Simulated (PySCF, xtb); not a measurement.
AlBrClH2N, SMILES [NH2][Al]([Cl])[Br].

GFN2-xTB (xtb) at its own geometry gives an orbital gap of 4.17 eV and a dipole moment of 4.77 D.

Coordinates come from a TPSSh-D3(BJ)/def2-SVP optimisation. Other conformers were not sampled.

What does PBE0/def2-TZVP (PySCF) give? (An estimate is asked for; the answer gives what the named calculation found.)

gap 7.19 eV (levels -7.98 and -0.78 eV), dipole 2.32 D.
